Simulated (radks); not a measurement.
Initial-state core-level shifts of the hafnium ion Hf+ when its valence configuration changes from [Xe] 4f14 5d1 6s2. All-electron calculation, scalar-relativistic Kohn-Sham, LDA (Slater exchange, Perdew-Wang correlation), spin-polarised, spherical densities, finite nucleus; open shells are filled with parallel spins first (spin-orbit coupling, left out, can overturn this in heavy ions); Fermi nuclear charge, rms radius 5.347 fm. Program: a radial shooting solver on a logarithmic mesh with Libxc functionals. Shifts are changes of the shell-averaged eigenvalues in eV (positive: less bound); the change of the density at the nucleus, which sets a Mossbauer isomer shift, is in e/bohr^3, on a base of 1.277e+06.

valence,2s,3s,4d,5s,density at nucleus
4f13.5 5d1.5 6s2,-4.555,-5.090,-4.505,-2.199,+34.4
4f14 5d2 6s1,+2.519,+2.472,+2.497,+2.488,-82.4
4f14 5d1 6s1 6p1,-1.353,-1.349,-1.357,-1.356,-70.7
4f11.5 5d1.5 6s2 6p2,-34.117,-37.053,-33.121,-19.603,+248.9
4f14 6s2 6p1,-4.255,-4.180,-4.213,-4.157,+26.2
4f14 5d1 6p2,-2.774,-2.766,-2.780,-2.768,-149.5
4f14 5d3,+4.614,+4.534,+4.586,+4.598,-157.9
4f13 5d2 6s2,-9.277,-10.393,-9.128,-4.355,+70.1
4f14 5d0.5 6s1.5 6p1,-2.783,-2.746,-2.766,-2.741,-24.6
